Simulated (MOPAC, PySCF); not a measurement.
CH₂BF₃, SMILES `C(F)(F)(F)B`, neutral singlet in the gas phase. 

Z-matrix (Å, degrees):
```
C
F 1 1.3401
F 1 1.3403 2 106.64
F 1 1.3526 2 107.05 3 114.40
B 1 1.5995 2 114.73 3 -127.83
H 5 1.1817 1 118.42 2 -27.95
H 5 1.1819 6 123.58 1 176.62
```
Charge 0, spin multiplicity 1.

All levels are single points at this geometry (M06-2X/def2-TZVP); Pople sets use spherical d functions. Orbital energies aren't observables, and empty levels follow the basis.

B3LYP-D3(BJ)/def2-TZVP in PySCF gives gap (eV) = 6.89.

Q: Estimate the gap (eV) from each of these levels: M06-2X/def2-TZVP in PySCF; PBE-D3(BJ)/def2-TZVP in PySCF; B3LYP/6-31G* in PySCF; BP86/6-31G* in PySCF; PM3 in MOPAC.

A: 
| level | gap (eV) |
|---|---|
| M06-2X/def2-TZVP in PySCF | 9.87 |
| PBE-D3(BJ)/def2-TZVP in PySCF | 4.63 |
| B3LYP/6-31G* in PySCF | 6.82 |
| BP86/6-31G* in PySCF | 4.57 |
| PM3 in MOPAC | 12.32 |
